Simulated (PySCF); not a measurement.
Telling isomers of C2H7BO2 apart by NMR

Single conformer, non-relativistic Hamiltonian, isolated molecule, averaged over atoms made equivalent by symmetry, fast rotation or ring inversion. Structure optimised with PBE0-D3(BJ)/def2-SVP; GIAO PBE0/pcSseg-1 shieldings; B3LYP/pcJ-1 coupling constants (spin–dipole term left out of most H,H and C,H couplings); PySCF 2.14.0 with density-fitted response routines.

Scale: 1H (σref 31.27) and 13C (σref 184.41) vs TMS (reference shieldings calculated alike). Multiplet labels drop J under 1 Hz and among equivalent protons, and merge close values. Unscaled 3J(H,H) run several per cent high. Couplings to H on boron are left out. Carbons bonded to boron are broad in practice. Shifts are as computed. Against solution values, carbons near 30 ppm lie about +2 ppm off and those near 130 ppm about +5 ppm. Of 1211 compounds with measured shifts, 218 miss one by over three times the rms of a fit or turn the order of signals round; such compounds aren't used in these exercises. OH and NH positions are gas-phase values without hydrogen bonding to other molecules.

(1) Tabulate the signals of `COBOC`, `CCB(O)O` and their relative energies.

(2) What is the quickest way to tell COBOC from CCB(O)O?

Results:

(1) 
```tsv
SMILES	carbon types	δC	δH	E rel. (kcal/mol)
COBOC	2×CH3	56.1	4.11 (br, 1H), 3.70 (s, 6H)	33.5
CCB(O)O	1×CH2 1×CH3	10.1, 9.8	3.57 (br s, 2H), 1.03 (t, 3H), 0.48 (q, 2H)	0.0
```

Energies are electronic energies at PBE0/pcSseg-1 on these geometries, without zero-point or thermal terms, each for the one conformer computed, which needn't be the lowest.

(2) Count the carbon signals: 1 against 2. The first has a methyl carbon bonded to O (CH3) at 56.1 ppm, the second an sp3 CH2 bonded to B at 9.8 ppm. Their most deshielded carbons lie at 56.1 and 10.1 ppm. In the proton spectra the most deshielded non-exchanging signals are 4.11 (br, 1H) and 1.03 (t, J = 8.9 Hz, 3H).
